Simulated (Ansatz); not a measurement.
Computed with Ansatz on PBE0-D4/def2-TZVP structures; ΔE is electronic, products minus reactants. CCSD(T)/CBS adds triple-zeta CCSD(T) − MP2 to the extrapolated MP2 energy (def2 sets, frozen cores). This one scheme is used for every species. DFT in def2-TZVPP. Each species was taken in one conformer, which may not be the lowest.

Reaction (ligand exchange at the Al–C bond): `[CH3][Al]([CH3])[CH2]O` + `OB(O)O` → `[CH3][Al]([CH3])[O]B(O)O` + CH₃OH

`[CH3][Al]([CH3])[CH2]O`:

Z-matrix (Å, degrees):
```
C
Al 1 1.960
H 1 1.097 2 111.3
H 1 1.093 2 112.8 3 120.3
H 1 1.096 2 111.5 3 -118.6
C 2 1.955 1 122.4 3 -114.1
C 2 1.979 1 116.4 3 65.1
H 6 1.095 2 111.2 1 51.9
H 6 1.093 2 113.3 1 173.5
H 6 1.096 2 110.6 1 -65.8
O 7 1.431 2 115.6 1 10.5
H 7 1.104 2 111.1 1 -115.9
H 7 1.098 2 108.7 1 130.0
H 11 0.959 7 108.7 2 -32.8
```

`OB(O)O`:

```xyz
7

O     0.987    0.152    0.932
B     0.000    0.000    0.000
O    -0.791   -1.113    0.019
O    -0.196    0.961   -0.951
H     1.025   -0.586    1.544
H    -1.445   -1.105   -0.683
H     0.420    1.691   -0.860
```

`[CH3][Al]([CH3])[O]B(O)O`:

Cartesian coordinates in Å:
```
C 0.384 -2.111 -0.073
Al -0.044 -0.323 -0.706
C -0.767 0.141 -2.450
O 0.318 1.003 0.315
B 0.228 1.311 1.627
O 0.903 2.372 2.180
O -0.569 0.555 2.452
H -0.135 -2.893 -0.633
H 1.458 -2.307 -0.162
H 0.129 -2.216 0.985
H -0.798 -0.709 -3.136
H -0.183 0.937 -2.921
H -1.789 0.523 -2.354
H 1.421 2.839 1.521
H -0.554 0.878 3.355
```

CH₃OH:

Cartesian coordinates in Å:
```
C 0.136 0.217 0.247
O -0.283 -0.187 -1.036
H 0.525 1.232 0.151
H 0.938 -0.418 0.644
H -0.688 0.235 0.970
H -0.627 -1.080 -0.977
```

```json
{"level": "PBE-D4", "ΔE (kJ/mol)": "-162.1"}
{"level": "r2SCAN-D4", "ΔE (kJ/mol)": "-175.9"}
{"level": "PBE0-D4", "ΔE (kJ/mol)": "-168.5"}
{"level": "ωB97X-V", "ΔE (kJ/mol)": "-175.4"}
{"level": "MP2/def2-TZVPP", "ΔE (kJ/mol)": "-181.8"}
{"level": "SCS-MP2/def2-TZVPP", "ΔE (kJ/mol)": "-184.3"}
{"level": "CCSD/def2-TZVPP", "ΔE (kJ/mol)": "-181.5"}
{"level": "MP2/CBS(def2)", "ΔE (kJ/mol)": "-180.6"}
```

Problem. What does CCSD(T)/CBS give? (Best estimate.)

Solution. Ansatz gave: -177.8 kJ/mol. The listed levels differ from it by 15.7, 1.9, 9.3, 2.4, -4.0, -6.5, -3.7, -2.8 kJ/mol.

Largest T1 diagnostic among the species: 0.012.

In def2-TZVPP, CCSD(T) changes the Hartree–Fock value by +17.4 kJ/mol (the triples alone add +2.4 kJ/mol) and MP2 by +14.7 kJ/mol. From PBE to PBE0 (25 % exact exchange), in def2-TZVPP and without D4, ΔE moves by −6.3 kJ/mol.
